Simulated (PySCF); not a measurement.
**Correlation energy of F³⁺ (fluorine, charge +3)**

[He] 2s2 2p2, high-spin 3P determinant. All numbers are calculated (PySCF 2.14, scalar relativity by spin-free X2C-1e, in aug-cc-pVDZ-DK (4s3p2d, 23 functions)). Frozen: 1s2; 4 electrons correlated.

MP2 pair energies summed by pair of shells (mhartree):

```csv
pair,energy,share (%)
2s-2p,-33.42,57.1
2s-2s,-20.60,35.2
2p-2p,-4.50,7.7
```

Total MP2 correlation energy: -58.52 mhartree.

Same-spin part -7.49 and opposite-spin part -51.02 mhartree; SCS-MP2 scales them by 1/3 and 6/5 to -63.72 mhartree.

| level | correlation energy (mhartree) |
| --- | --- |
| CCSD | -81.65 |
| (T) | -0.54 |
| CCSD(T) | -82.19 |

Diagnostics: T1 = 0.0036, D1 = 0.0076, largest double amplitude 0.124.

Cost of the coupled-cluster step: 0.25 s of wall time on 1 thread of Neoverse-N1 (shared host), for 4 correlated electrons.

Iterations:

```
CC2 = 0
CCSD nocc = (np.int64(3), np.int64(1)), nmo = (22, 22)
frozen orbitals [[0], [0]]
max_cycle = 100
direct = 0
conv_tol = 1e-08
conv_tol_normt = 1e-06
diis_space = 8
diis_start_cycle = 0
Init t2, MP2 energy = -0.0585159556534559
Init E_corr(UCCSD) = -0.0585159556534739
cycle = 1  E_corr(UCCSD) = -0.0732668142154354  dE = -0.0147508586  norm(t1,t2) = 0.0357238
cycle = 2  E_corr(UCCSD) = -0.078097074878602  dE = -0.00483026066  norm(t1,t2) = 0.015944
cycle = 3  E_corr(UCCSD) = -0.0817323373772983  dE = -0.0036352625  norm(t1,t2) = 0.00770639
cycle = 4  E_corr(UCCSD) = -0.0816444224354912  dE = 8.79149418e-05  norm(t1,t2) = 0.000647746
cycle = 5  E_corr(UCCSD) = -0.081656893027115  dE = -1.24705916e-05  norm(t1,t2) = 6.45229e-05
cycle = 6  E_corr(UCCSD) = -0.0816541186931462  dE = 2.77433397e-06  norm(t1,t2) = 8.69232e-06
cycle = 7  E_corr(UCCSD) = -0.0816550846396727  dE = -9.65946527e-07  norm(t1,t2) = 1.81661e-06
cycle = 8  E_corr(UCCSD) = -0.0816548736403699  dE = 2.10999303e-07  norm(t1,t2) = 4.48725e-07
cycle = 9  E_corr(UCCSD) = -0.0816548704876911  dE = 3.1526788e-09  norm(t1,t2) = 2.11835e-08
UCCSD converged
E(UCCSD) = -95.45873967339308  E_corr = -0.08165487048769109
UCCSD(T) correction = -0.0005397015339579
```
